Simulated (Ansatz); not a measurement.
`C=CS[Si](F)(F)F` + `N=C=O` → `O=C=N[Si](F)(F)F` + `C=CS`  (ligand exchange at the Si–S bond)

Gas-phase electronic energies from Ansatz, PBE0-D4/def2-TZVP geometries. CCSD(T)/CBS adds triple-zeta CCSD(T) − MP2 to the extrapolated MP2 energy (def2 sets, frozen cores). This one scheme is used for every species. Each species was taken in one conformer, which may not be the lowest.

`C=CS[Si](F)(F)F`:

```xyz
10

C     0.968   -0.236   -1.528
C     0.686   -0.978   -0.469
S    -0.972   -1.216    0.149
Si   -1.053    0.579    1.206
F    -0.988    1.850    0.277
F    -2.413    0.631    1.996
F     0.127    0.732    2.238
H     1.993   -0.146   -1.872
H     0.202    0.302   -2.072
H     1.451   -1.519    0.075
```

`N=C=O`:

```xyz
4

N     0.667    0.361   -0.107
C    -0.285   -0.259    0.306
O    -1.126   -0.868    0.823
H     0.745    0.766   -1.023
```

`O=C=N[Si](F)(F)F`:

```xyz
7

O    -1.954    1.028   -2.072
C    -1.213    0.654   -1.266
N    -0.450    0.277   -0.427
Si    0.637   -0.339    0.670
F     0.606    0.501    1.991
F     2.090   -0.296    0.087
F     0.285   -1.825    1.017
```

`C=CS`:

Z-matrix (Å, degrees):
```
C
C 1 1.327
H 1 1.082 2 120.2
H 1 1.084 2 122.3 3 -180.0
S 2 1.751 1 123.6 3 179.8
H 2 1.084 1 120.9 3 -0.0
H 5 1.340 2 96.7 1 179.1
```

| species | MP2/def2-QZVPP energy (Eh) |
| --- | --- |
| `C=CS[Si](F)(F)F` | -1064.18377 |
| `N=C=O` | -168.46171 |
| `O=C=N[Si](F)(F)F` | -756.49753 |
| `C=CS` | -476.16537 |

(1) Work out ΔE.

Largest T1 diagnostic among the species: 0.018.

Answers

(1) ΔE = (-756.49753) + (-476.16537) − (-1064.18377) − (-168.46171) = -0.01742 Eh = -45.7 kJ/mol. CCSD(T)/CBS gives -45.0 kJ/mol.

From PBE to PBE0 (25 % exact exchange), in def2-TZVPP and without D4, ΔE moves by −6.5 kJ/mol. The D4 term adds +8.3 kJ/mol with B3LYP and +4.5 kJ/mol with PBE0; it sums over pairs of atoms, weighted by their polarisabilities, and B3LYP, whose exchange is more repulsive, gets the larger term. In def2-TZVPP, CCSD(T) changes the Hartree–Fock value by +24.5 kJ/mol (the triples alone add +5.2 kJ/mol) and MP2 by +25.6 kJ/mol.

B3LYP here is the variant with VWN-RPA as its local correlation; programs differ in this.
